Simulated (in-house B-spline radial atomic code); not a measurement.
Configurations of the tantalum ion Ta⁵⁺, with energies counted from [Xe] 4f14. Computed with a B-spline radial code for spherical atoms: Dirac-Hartree-Fock, average of configuration, Fermi nucleus of rms radius 5.3507 fm. Energies include first-order Breit, QED and recoil terms.

Occupations are held fixed; configurations that lie above the ionisation limit could autoionise.

```tsv
configuration	E - E(ref) (eV)	highest orbital	its <r> (bohr)
[Kr] 4d10 4f14 5s2 (5p1/2)2 (5p3/2)3 (7d3/2)1	79.775	7d3/2	5.814
[Kr] 4d10 4f14 5s2 (5p1/2)1 (5p3/2)4 (7p3/2)1	83.974	7p3/2	4.816
[Kr] 4d10 4f14 5s2 (5p1/2)1 (5p3/2)4 (5g7/2)1	89.336	5g7/2	4.537
[Kr] 4d10 4f14 5s2 (5p1/2)2 (5p3/2)3 (8g9/2)1	91.765	8g9/2	14.21
[Kr] (4d3/2)3 (4d5/2)6 4f14 5s2 5p6 (6p1/2)1	266.28	6p1/2	2.67
[Kr] (4d3/2)3 (4d5/2)6 4f14 5s2 5p6 7s1	281.83	7s1/2	4.217
```

(1) Order these further configurations by energy, lowest first.
A. [Xe] (4f5/2)6 (4f7/2)7 (6p3/2)1
B. [Xe] (4f5/2)5 (4f7/2)8 8s1
C. [Kr] (4d3/2)4 (4d5/2)5 4f14 5s2 5p6 (5f5/2)1
D. [Xe] (4f5/2)6 (4f7/2)7 (9g9/2)1
E. [Xe] (4f5/2)5 (4f7/2)8 7s1

(2) How far above the reference does [Kr] (4d3/2)3 (4d5/2)6 4f14 5s2 5p6 (5d5/2)1 lie?

(3) How far above the reference does [Xe] (4f5/2)5 (4f7/2)8 (8f7/2)1 lie?

Answers

(1) A (47.682 eV), E (63.172 eV), B (73.751 eV), D (84.68 eV), C (268.65 eV).

(2) 248.89 eV; its least bound orbital is 5d5/2 with <r> = 1.617 bohr.

(3) 82.56 eV; its least bound orbital is 8f7/2 with <r> = 11.14 bohr.
